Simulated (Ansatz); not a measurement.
Molecule: ZnO (charge 0, singlet). 
Coordinates optimised at B3LYP-D3(BJ)/def2-TZVP (Ansatz, an electronic-structure program):
SMILES: [O]=[Zn]
```xyz
2

Zn     0.0000     0.0000    -0.3607
O      0.0000     0.0000     1.3525
```
Charge 0, spin multiplicity 1.

Wanted: atomisation energy (electronic, to ground-state atoms), in kcal/mol. Correlated levels leave the core frozen unless marked. UHF or UKS for open shells. No spin-orbit coupling. Frozen are the shells of the preceding noble gas and the d and f shells that filled before the atom's block. Non-relativistic. The coupled-cluster limit lacks core correlation, which all-electron functionals hold. CBS(X,Y): correlation extrapolated as X^-3; Hartree-Fock from the larger set.

```
level                                        program  atomisation energy (kcal/mol)  minus last row  rough core time
------------------------------------  --------------  -----------------------------  --------------  ---------------
HF/def2-TZVPPD                                Ansatz                          -43.9           -80.3                -
revPBE-D3(BJ)/def2-TZVPD              Ansatz + dftd3                           38.9             2.5       under 20 s
PBE-QIDH/def2-TZVPD                           Ansatz                           30.5            -5.9       under 20 s
CCSD(T)/def2-TZVPP                            Ansatz                           31.4            -5.0             23 s
CCSD(T)/def2-TZVPPD                           Ansatz                           33.3            -3.1             24 s
CCSD(T)/def2-QZVPPD                           Ansatz                           35.9            -0.5             70 s
CCSD(T)/CBS(def2-TZVPPD,def2-QZVPPD)          Ansatz                           36.4             0.0            100 s
```

Core times are rough, on shared machines, summed over the molecules involved; a dash marks a level read off another run, or run on other hardware, by another program or under a memory cap.

The Hartree-Fock reference is unstable (checked in the largest basis), which strains HF and MP2. The T1 diagnostic of CCSD in the largest basis is 0.032, which is high, so the coupled-cluster rows are less sure than usual.
